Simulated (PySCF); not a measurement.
C3H4O2Si, SMILES C#C[SiH2]C(=O)O. Atoms are numbered in the order given.

```xyz
10

C     -0.6447     2.9069     0.0000
C      0.0073     1.8655     0.0000
Si     0.9636     0.3033     0.0000
C     -0.1554    -1.2777     0.0000
O      0.3344    -2.3922     0.0000
O     -1.4886    -1.0476     0.0000
H     -1.2219     3.8228     0.0000
H      1.8190     0.2090     1.2277
H      1.8190     0.2090    -1.2277
H     -1.9158    -1.9378     0.0000
```
Charge 0, spin multiplicity 1.

The structure is a stationary point at PBE-D3(BJ)/def2-SVP. This is a generated structure with no PubChem entry under its InChIKey; it may be hypothetical. One conformer was computed; it need not be the lowest.

Method: PBE-D3(BJ)/def2-SVP (PySCF).

Frequencies are harmonic and unscaled.

**Question.** List the normal modes with their intensities. (The exact figures need the calculation; the answer reports its results.)

**Answer.** 
```json
[
 {"mode": "1", "ν (cm⁻¹)": "30", "IR (km/mol)": "0.6", "moving atoms (share of kinetic energy)": "O 61 %, Si 15 %, C 13 %, H 11 %"},
 {"mode": "2", "ν (cm⁻¹)": "89", "IR (km/mol)": "0.0", "moving atoms (share of kinetic energy)": "C 40 %, O 34 %, Si 13 %, H 13 %"},
 {"mode": "3", "ν (cm⁻¹)": "221", "IR (km/mol)": "6.1", "moving atoms (share of kinetic energy)": "C 46 %, O 42 %, H 10 %"},
 {"mode": "4", "ν (cm⁻¹)": "222", "IR (km/mol)": "5.9", "moving atoms (share of kinetic energy)": "C 65 %, H 34 %"},
 {"mode": "5", "ν (cm⁻¹)": "329", "IR (km/mol)": "7.5", "moving atoms (share of kinetic energy)": "C 60 %, O 31 %"},
 {"mode": "6", "ν (cm⁻¹)": "362", "IR (km/mol)": "0.9", "moving atoms (share of kinetic energy)": "H 52 %, C 37 %"},
 {"mode": "7", "ν (cm⁻¹)": "427", "IR (km/mol)": "59.8", "moving atoms (share of kinetic energy)": "Si 47 %, O 36 %, H 9 %"},
 {"mode": "8", "ν (cm⁻¹)": "604", "IR (km/mol)": "106.0", "moving atoms (share of kinetic energy)": "H 59 %, C 24 %, Si 16 %"},
 {"mode": "9", "ν (cm⁻¹)": "632", "IR (km/mol)": "39.4", "moving atoms (share of kinetic energy)": "C 47 %, Si 37 %, H 10 %"},
 {"mode": "10", "ν (cm⁻¹)": "682", "IR (km/mol)": "34.8", "moving atoms (share of kinetic energy)": "O 43 %, H 27 %, C 22 %, Si 9 %"},
 {"mode": "11", "ν (cm⁻¹)": "697", "IR (km/mol)": "39.6", "moving atoms (share of kinetic energy)": "H 83 %, O 9 %, C 8 %"},
 {"mode": "12", "ν (cm⁻¹)": "700", "IR (km/mol)": "25.4", "moving atoms (share of kinetic energy)": "H 76 %, C 24 %"},
 {"mode": "13", "ν (cm⁻¹)": "701", "IR (km/mol)": "27.3", "moving atoms (share of kinetic energy)": "H 77 %, C 23 %"},
 {"mode": "14", "ν (cm⁻¹)": "746", "IR (km/mol)": "22.3", "moving atoms (share of kinetic energy)": "H 60 %, C 31 %, O 9 %"},
 {"mode": "15", "ν (cm⁻¹)": "811", "IR (km/mol)": "198.6", "moving atoms (share of kinetic energy)": "H 81 %, Si 16 %"},
 {"mode": "16", "ν (cm⁻¹)": "894", "IR (km/mol)": "78.8", "moving atoms (share of kinetic energy)": "H 95 %"},
 {"mode": "17", "ν (cm⁻¹)": "1118", "IR (km/mol)": "187.4", "moving atoms (share of kinetic energy)": "O 49 %, H 30 %, C 21 %"},
 {"mode": "18", "ν (cm⁻¹)": "1286", "IR (km/mol)": "22.0", "moving atoms (share of kinetic energy)": "C 47 %, H 39 %, O 13 %"},
 {"mode": "19", "ν (cm⁻¹)": "1759", "IR (km/mol)": "234.0", "moving atoms (share of kinetic energy)": "C 60 %, O 38 %"},
 {"mode": "20", "ν (cm⁻¹)": "2085", "IR (km/mol)": "30.3", "moving atoms (share of kinetic energy)": "C 90 %, H 9 %"},
 {"mode": "21", "ν (cm⁻¹)": "2190", "IR (km/mol)": "52.9", "moving atoms (share of kinetic energy)": "H 98 %"},
 {"mode": "22", "ν (cm⁻¹)": "2194", "IR (km/mol)": "68.6", "moving atoms (share of kinetic energy)": "H 96 %"},
 {"mode": "23", "ν (cm⁻¹)": "3390", "IR (km/mol)": "55.8", "moving atoms (share of kinetic energy)": "H 86 %, C 14 %"},
 {"mode": "24", "ν (cm⁻¹)": "3539", "IR (km/mol)": "24.1", "moving atoms (share of kinetic energy)": "H 94 %"}
]
```
